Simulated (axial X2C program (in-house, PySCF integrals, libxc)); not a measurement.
# NaFe⁺: from the spin-free to the two-component result

All values were computed with an in-house relativistic program for diatomic molecules. Spin-free means the one-electron spin-free X2C Hamiltonian; two-component (2c) means X2C with spin–orbit coupling and atomic mean-field two-electron Coulomb and Gaunt terms, so the difference of the two also holds small scalar two-electron terms. Basis: Fe dyall-cv3z [9s10p6d3f2g], Na dyall-cv3z [9s8p5d2f] (cores contracted in-house); Gaussian nuclei, density fitting, unrestricted open shells. Masses: Fe 55.935 u, Na 22.990 u.

Spin-free state: M_S = 2, Λ = 0 (beyond evenly filled blocks: π+α, π-α, δ+α, δ-α); fragments Fe + Na+.

```
  level  Re (Å)  ωe (cm⁻¹)  De (eV)  μ (D)
   PBE0   3.118      136.7    0.626   6.16
     HF   3.331      115.2    0.568   6.49
    MP2   3.098      141.3    0.416    n/a
   CCSD   3.186      127.3    0.473    n/a
CCSD(T)   3.181      127.3    0.466    n/a
  B97-3   3.158      129.3    0.523   6.58
```

Correlated methods: 8 electrons correlated (number of frozen shells: Fe 3 s, 2 p; Na 2 s, 1 p), 274 virtual spin orbitals or spinors in MP2, 89 natural virtuals in coupled cluster.

Dipoles are positive if Na is the positive end and refer to the centre of mass.

Two-component determinant lowest at the distance of the search:

Ω = 2 (⟨Sz⟩ = 2.00, ⟨Lz⟩ = 0.00 at HF); fragments Fe + Na+.

```tsv
level	Re (Å)	ωe (cm⁻¹)	μ (D)
PBE0	3.119	136.6	6.16
HF	3.331	115.2	6.49
MP2	3.099	141.2	n/a
CCSD	3.187	127.2	n/a
CCSD(T)	3.182	127.2	n/a
B97-3	3.159	129.2	6.58
```

From the two tables, how do the constants change at the CCSD(T) level (2c against spin-free)?

At the CCSD(T) level Re increases by 0.001 Å and ωe doesn't move by more than 0.2 cm⁻¹.

The state is a single determinant with fixed occupations, the lowest that a limited PBE0 search found. De is counted from the lowest determinant-based energies of the atoms at the same level, without counterpoise correction. De is not given where an atomic determinant may have missed its ground term or J level, or where the truncated virtual space spoils (T). Density functionals use the spin component along the axis (collinear). Coupled cluster ran in a truncated set of natural virtual spinors; the MP2 energy of the rest was added. (T) has no such correction and the atoms are truncated less, which lowers De at CCSD(T) by a hundredth of an eV or more. Other states lie close and PBE0, whose exact exchange favours high spin, may order them wrongly; the determinant shown need not be the ground state. The nearest other spin-free determinant of the search, M_S = 2, Λ = 1, lies 0.06 eV up at the distance of the search. The functionals have no current-density term, which raises determinants with orbital currents, atoms included. With several unpaired electrons one determinant need not be a pure state. Open-shell Ω = 0 determinants with evenly filled partner blocks cannot be reached by this program, so the Ω shown need not be the lowest component. The determinant is spin-polarised beyond a pure state at some levels (its spin-free form has ⟨S²⟩ too high), which makes Re and μ there less reliable. The T1 diagnostic is large, a sign of multireference character.
